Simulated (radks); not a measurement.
Ru30+, configuration [Ne] 3s2 3p2.

Calculated with a radial shooting solver on a logarithmic mesh with Libxc functionals: scalar-relativistic Kohn-Sham, PBE, spin-polarised, spherical densities, finite nucleus; open shells are filled with parallel spins first (spin-orbit coupling, left out, can overturn this in heavy ions); Fermi nuclear charge, rms radius 4.4809 fm.

Energy parts (eV):
total: -104952.995
kinetic: 109103.719
electron-nucleus: -227972.660
Hartree: 16187.750
exchange-correlation: -2271.805

Orbitals (lengths in bohr, moments of r in powers of bohr):
orbital,occ.,eigenvalue (eV),<r^2>
1s up,1,-23516.89,0.001509
1s down,1,-23513.22,0.001508
2s up,1,-4666.351,0.02426
2s down,1,-4663.410,0.02422
2p up,3,-4352.830,0.01897
2p down,3,-4348.729,0.01896
3s up,1,-1796.013,0.1414
3s down,1,-1781.577,0.1420
3p up,2,-1695.976,0.1349
3p down,0,-1681.632,0.1354
3d up,0,-1566.921,0.1065
3d down,0,-1555.042,0.1063
4s up,0,-935.9066,0.4942
4s down,0,-930.6858,0.4971
4p up,0,-894.9823,0.4951
4p down,0,-889.8961,0.4981

The highest occupied level is 3p up at -1696.0 eV. For comparison, the ionisation energy in NIST's Atomic Spectra Database is 1743 eV (semi-empirical). In exact Kohn-Sham theory the highest level is minus the ionisation energy, but local and semilocal functionals leave it too shallow, through self-interaction and a potential that decays too fast; potentials with the right tail come closer. The spin density at the nucleus is -5.59 e/bohr^3 (1s -10.46, 2s -0.31, 3s 5.18). The electron density at the nucleus is 1.132e+05 e/bohr^3 (large components only).
